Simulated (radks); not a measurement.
Results of a calculation; reference values are marked as such.
Q: Br XXII, configuration [Ne] 3s2 3p2. Level of theory: non-relativistic Kohn-Sham, PBE, spin-polarised, spherical densities, point nucleus; open shells are filled with parallel spins first (a radial shooting solver on a logarithmic mesh with Libxc functionals). Some entries of the table are withheld. Estimate them.

orbital,occ.,eigenvalue (hartree),<r> (bohr)
1s up,1,-514.1715,0.04368
1s down,1,-514.0794,0.04368
2s up,1,-93.83555,(1)
2s down,1,-93.75878,(2)
2p up,3,-88.05378,0.1648
2p down,3,-87.94661,0.1647
3s up,1,-34.61028,0.4780
3s down,1,-34.22028,0.4792
3p up,2,-32.63985,0.4632
3p down,0,-32.25268,0.4642

A: 
(1) 2s up <r> (bohr): 0.1913
(2) 2s down <r> (bohr): 0.1911
